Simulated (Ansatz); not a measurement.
The cluster Ba4S4. The state is a singlet with charge 0. Geometry r2SCAN-D4/def2-SVP.

```xyz
8

Ba    2.478   -0.678    0.319
Ba   -0.997    0.725    2.277
Ba   -0.147    1.970   -1.673
Ba   -1.334   -2.018   -0.923
S     1.306    1.974    0.903
S    -2.424    0.663   -0.313
S     0.144   -1.927    1.637
S     0.975   -0.709   -2.228
```

In the def2 sets Ba takes a core potential; there is no spin–orbit coupling. LC-ωPBE has ω = 0.4 bohr⁻¹. HSE06 is defined as in plane-wave codes, on full-range PBE exchange. The structure comes from a short search, and lower isomers may exist.

Task: Estimate the orbital energies around the gap (eV) in Ansatz with PBE-D4/def2-SVP, r2SCAN-D4/def2-TZVP, PBE0-D4/def2-SVP, HSE06-D4/def2-TZVP, LC-ωPBE/def2-TZVP.

Result: 
| orbital | PBE-D4/def2-SVP | r2SCAN-D4/def2-TZVP | PBE0-D4/def2-SVP | HSE06-D4/def2-TZVP | LC-ωPBE/def2-TZVP |
| --- | --- | --- | --- | --- | --- |
| HOMO−13 | -13.32 | -13.82 | -15.17 | -14.73 | -18.14 |
| HOMO−12 | -13.31 | -13.80 | -15.15 | -14.72 | -18.14 |
| HOMO−11 | -4.74 | -4.78 | -5.70 | -5.26 | -8.13 |
| HOMO−10 | -4.74 | -4.78 | -5.70 | -5.26 | -8.05 |
| HOMO−9 | -4.74 | -4.78 | -5.70 | -5.26 | -8.05 |
| HOMO−8 | -4.69 | -4.75 | -5.67 | -5.24 | -8.05 |
| HOMO−7 | -4.48 | -4.57 | -5.47 | -5.03 | -7.85 |
| HOMO−6 | -4.48 | -4.57 | -5.47 | -5.03 | -7.85 |
| HOMO−5 | -4.37 | -4.43 | -5.31 | -4.88 | -7.61 |
| HOMO−4 | -4.37 | -4.43 | -5.31 | -4.88 | -7.60 |
| HOMO−3 | -4.37 | -4.43 | -5.31 | -4.88 | -7.60 |
| HOMO−2 | -4.22 | -4.29 | -5.13 | -4.72 | -7.41 |
| HOMO−1 | -4.22 | -4.29 | -5.13 | -4.72 | -7.41 |
| HOMO | -4.22 | -4.29 | -5.13 | -4.72 | -7.41 |
| LUMO | -1.30 | -0.79 | -0.80 | -1.10 | 0.22 |
| LUMO+1 | -0.88 | -0.40 | -0.42 | -0.72 | 0.38 |
| LUMO+2 | -0.88 | -0.40 | -0.42 | -0.72 | 0.38 |
| LUMO+3 | -0.88 | -0.40 | -0.42 | -0.72 | 0.38 |
| LUMO+4 | -0.44 | -0.08 | 0.14 | -0.23 | 1.08 |
| LUMO+5 | -0.44 | -0.08 | 0.14 | -0.23 | 1.08 |
